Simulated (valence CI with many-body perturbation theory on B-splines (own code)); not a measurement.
**Pt⁴⁶⁺: electric-dipole lines**

Calculated by configuration interaction combined with many-body perturbation theory (CI+MBPT): four valence electrons over a frozen Dirac-Fock core [Ar] 3d10, a basis of 11 s, 11 p, 9 d, 7 f, 5 g, 2 h, 1 i functions for each j, with the one-electron correlation potential Σ1, the two-electron term Σ2, the three-electron term Σ3, Breit, model QED; selected CI, second order for the rest (own B-spline code, finite nucleus).

No measured spectrum was set against this ion. As an estimate, large intervals hold to a few tenths of a per cent, small ones and those within an open d or f shell to about a per cent.

Lines 151 to 200 of 250 in falling wavelength, among levels below 4780.0 × 10³ cm⁻¹, chosen from the strongest by gf and those to the six lowest levels. Wavelengths and rates use the calculated energies. Electric multipoles are in the length gauge, E1 and E2 with the static RPA response of the core. Weak lines are less certain than strong ones. Lines between different terms over intervals too small for the method are left out, as are lines whose strength nearly cancels. The highest levels of a list are the least certain.

Levels are named by their leading jj configuration (3d3/2^4 stands for four electrons in 3d with j = 3/2), which in mixed levels can hold well under half, so a name can repeat and another be missing. Letters in brackets count levels of one name in rising energy.

```tsv
λ vac (Å)	Upper	Lower	A (s⁻¹)	S (a.u.) with core polarisation	S without
51.82	(4s 4p1/2 4p3/2 4d3/2) J=1 [d]	(4s^2 4p1/2 4d3/2) J=1	3.08e+11	6.35e-02	6.71e-02
51.36	(4s 4p1/2 4p3/2 4d3/2) J=2 [b]	(4s^2 4p1/2 4d3/2) J=2	4.85e+11	1.62e-01	1.71e-01
51.31	(4s 4p3/2^3) J=2	(4s^2 4p3/2^2) J=2	1.05e+12	3.51e-01	3.71e-01
51.30	(4s 4p1/2 4p3/2^2) J=0	(4s^2 4p1/2 4p3/2) J=1	3.84e+11	2.56e-02	2.71e-02
50.99	(4s 4p1/2 4p3/2 4d5/2) J=4 [c]	(4s^2 4p1/2 4d5/2) J=3	3.89e+11	2.29e-01	2.42e-01
50.88	(4p1/2^2 4p3/2^2) J=0	(4s 4p1/2^2 4p3/2) J=1	6.97e+11	4.53e-02	4.79e-02
50.78	(4s 4p1/2 4p3/2 4d5/2) J=3 [c]	(4s^2 4p1/2 4d5/2) J=2	5.55e+11	2.51e-01	2.65e-01
50.67	(4s 4p1/2 4p3/2^2) J=1 [a]	(4s^2 4p1/2 4p3/2) J=2	4.90e+10	9.43e-03	9.98e-03
50.62	(4s 4p1/2 4p3/2 4d3/2) J=0 [b]	(4s^2 4p1/2 4d3/2) J=1	6.26e+11	4.01e-02	4.24e-02
50.61	(4s 4p1/2 4p3/2 4d5/2) J=1 [b]	(4s^2 4p1/2 4d5/2) J=2	1.88e+11	3.61e-02	3.82e-02
50.61	(4s 4p1/2 4p3/2 4d3/2) J=3 [b]	(4s^2 4p1/2 4d3/2) J=2	2.37e+10	1.06e-02	1.12e-02
50.59	(4s 4p1/2^2 4p3/2) J=1	(4s^2 4p1/2^2) J=0	4.95e+11	9.50e-02	1.00e-01
50.45	(4s 4p1/2 4p3/2 4d3/2) J=1 [b]	(4s^2 4p1/2 4d3/2) J=2	1.92e+11	3.64e-02	3.85e-02
50.37	(4s 4p1/2 4p3/2 4d3/2) J=2 [c]	(4s^2 4p1/2 4d3/2) J=2	6.31e+10	1.99e-02	2.11e-02
50.23	(4s 4p3/2^3) J=1	(4s^2 4p3/2^2) J=0	7.11e+11	1.33e-01	1.41e-01
50.18	(4s 4p1/2 4p3/2^2) J=2 [b]	(4s^2 4p1/2 4p3/2) J=2	9.74e+11	3.04e-01	3.21e-01
50.09	(4s 4p1/2 4p3/2 4d3/2) J=2 [d]	(4s^2 4p1/2 4d3/2) J=1	1.03e+12	3.19e-01	3.37e-01
49.92	(4s 4p1/2 4p3/2 4d3/2) J=1 [c]	(4s^2 4p1/2 4d3/2) J=2	7.65e+11	1.41e-01	1.49e-01
49.86	(4s 4p1/2 4p3/2^2) J=1 [b]	(4s^2 4p1/2 4p3/2) J=2	8.50e+11	1.56e-01	1.65e-01
49.73	(4s 4p1/2 4p3/2^2) J=1 [a]	(4s^2 4p1/2 4p3/2) J=1	5.91e+11	1.08e-01	1.14e-01
49.71	(4s 4p1/2 4p3/2 4d5/2) J=1 [a]	(4s^2 4p1/2 4d3/2) J=1	1.35e+11	2.46e-02	2.60e-02
49.41	(4s 4p1/2 4p3/2 4d5/2) J=2 [c]	(4s^2 4p1/2 4d5/2) J=3	5.32e+11	1.58e-01	1.67e-01
49.30	(4s 4p1/2 4p3/2 4d5/2) J=1 [c]	(4s^2 4p1/2 4d5/2) J=2	2.67e+11	4.74e-02	5.01e-02
49.26	(4s 4p1/2 4p3/2^2) J=2 [b]	(4s^2 4p1/2 4p3/2) J=1	1.69e+09	4.99e-04	5.28e-04
49.23	(4s 4p1/2 4p3/2 4d5/2) J=2 [b]	(4s^2 4p1/2 4d3/2) J=1	9.46e+10	2.79e-02	2.95e-02
49.16	(4p1/2^2 4p3/2^2) J=2	(4s 4p1/2^2 4p3/2) J=2	2.91e+11	8.54e-02	9.03e-02
49.16	(4s 4p1/2 4p3/2 4d3/2) J=3 [c]	(4s^2 4p1/2 4d3/2) J=2	1.31e+12	5.38e-01	5.68e-01
49.07	(4s 4p1/2 4p3/2 4d5/2) J=2 [c]	(4s^2 4p1/2 4d5/2) J=2	4.02e+10	1.17e-02	1.24e-02
49.05	(4s 4p1/2 4p3/2 4d5/2) J=3 [d]	(4s^2 4p1/2 4d5/2) J=3	5.33e+11	2.18e-01	2.30e-01
48.95	(4s 4p1/2 4p3/2^2) J=1 [b]	(4s^2 4p1/2 4p3/2) J=1	4.42e+11	7.68e-02	8.12e-02
48.56	(4s 4p1/2 4p3/2 4d5/2) J=2 [d]	(4s^2 4p1/2 4d5/2) J=3	1.99e+11	5.63e-02	5.95e-02
48.28	(4s 4p3/2^3) J=1	(4s^2 4p3/2^2) J=2	1.23e+12	2.05e-01	2.16e-01
48.24	(4s 4p1/2 4p3/2 4d5/2) J=2 [d]	(4s^2 4p1/2 4d5/2) J=2	3.74e+11	1.04e-01	1.10e-01
47.83	(4s 4p1/2 4p3/2 4d3/2) J=1 [d]	(4s^2 4p1/2 4d3/2) J=2	9.15e+10	1.48e-02	1.57e-02
46.58	(4s 4p1/2 4p3/2 4d3/2) J=2 [a]	(4s 4p1/2^2 4p3/2) J=1	1.30e+09	3.24e-04	3.39e-04
46.57	(4s 4p1/2 4p3/2 4d3/2) J=0 [a]	(4s 4p1/2^2 4p3/2) J=1	4.14e+10	2.06e-03	2.18e-03
46.51	(4s 4p1/2 4p3/2 4d3/2) J=1 [a]	(4s 4p1/2^2 4p3/2) J=1	2.00e+05	2.98e-08	3.50e-08
46.35	(4s 4p1/2 4p3/2 4d3/2) J=2 [d]	(4s^2 4p1/2 4d3/2) J=2	3.06e+11	7.52e-02	7.96e-02
45.99	(4s^2 4p1/2 4f5/2) J=2	(4s 4p1/2^2 4p3/2) J=1	1.68e+11	4.03e-02	4.25e-02
44.71	(4s^2 4p1/2 4f5/2) J=3	(4s 4p1/2^2 4p3/2) J=2	1.59e+09	4.91e-04	5.19e-04
43.96	(4s 4p1/2 4p3/2 4d3/2) J=2 [a]	(4s 4p1/2^2 4p3/2) J=2	9.04e+10	1.89e-02	2.00e-02
43.91	(4s 4p1/2 4p3/2 4d3/2) J=1 [a]	(4s 4p1/2^2 4p3/2) J=2	1.78e+10	2.23e-03	2.36e-03
43.50	(4s 4p1/2 4p3/2 4d3/2) J=3 [a]	(4s 4p1/2^2 4p3/2) J=2	7.16e+10	2.04e-02	2.15e-02
43.44	(4s^2 4p1/2 4f5/2) J=2	(4s 4p1/2^2 4p3/2) J=2	1.51e+10	3.06e-03	3.24e-03
43.30	(4s 4p1/2 4p3/2 4d3/2) J=2 [b]	(4s 4p1/2^2 4p3/2) J=1	9.09e+10	1.82e-02	1.92e-02
42.65	(4s 4p1/2 4p3/2 4d3/2) J=1 [b]	(4s 4p1/2^2 4p3/2) J=1	5.44e+10	6.25e-03	6.61e-03
42.60	(4s 4p1/2 4p3/2 4d3/2) J=2 [c]	(4s 4p1/2^2 4p3/2) J=1	1.54e+10	2.94e-03	3.11e-03
42.55	(4s^2 4p1/2 4f7/2) J=3	(4s 4p1/2^2 4p3/2) J=2	5.54e+10	1.48e-02	1.56e-02
42.27	(4s 4p1/2 4p3/2 4d3/2) J=1 [c]	(4s 4p1/2^2 4p3/2) J=1	5.08e+10	5.68e-03	6.01e-03
41.03	(4s 4p1/2 4p3/2 4d3/2) J=2 [b]	(4s 4p1/2^2 4p3/2) J=2	2.05e+11	3.50e-02	3.71e-02
```
